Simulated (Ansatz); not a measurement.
Results of the Gaussian-basis code of Ansatz.

Basis-set series for `[Cl][InH][I]`. The species carries charge 0 and has multiplicity 1. In, I: def2 effective core potential. The structure was optimised at the PBE0-D4/def2-TZVP level.

```
functional       basis  functions  energy (Eh)  HOMO (eV)  LUMO (eV)
   PBE0-D4  def2-TZVPP        156   -948.62361      -7.84      -2.04
   PBE0-D4  def2-QZVPP        264   -948.63983      -7.86      -2.06
   ωB97M-V  def2-TZVPP        156   -948.66394      -9.96      -0.47
   ωB97M-V  def2-QZVPP        264   -948.67964      -9.97      -0.52
```

Problem. Give the rows for def2-SVP. (Best estimate.)

Solution. The calculation gave: 
| functional | basis | functions | energy (Eh) | HOMO (eV) | LUMO (eV) |
| --- | --- | --- | --- | --- | --- |
| PBE0-D4 | def2-SVP | 75 | -948.44598 | -7.77 | -1.95 |
| ωB97M-V | def2-SVP | 75 | -948.48674 | -9.84 | -0.32 |
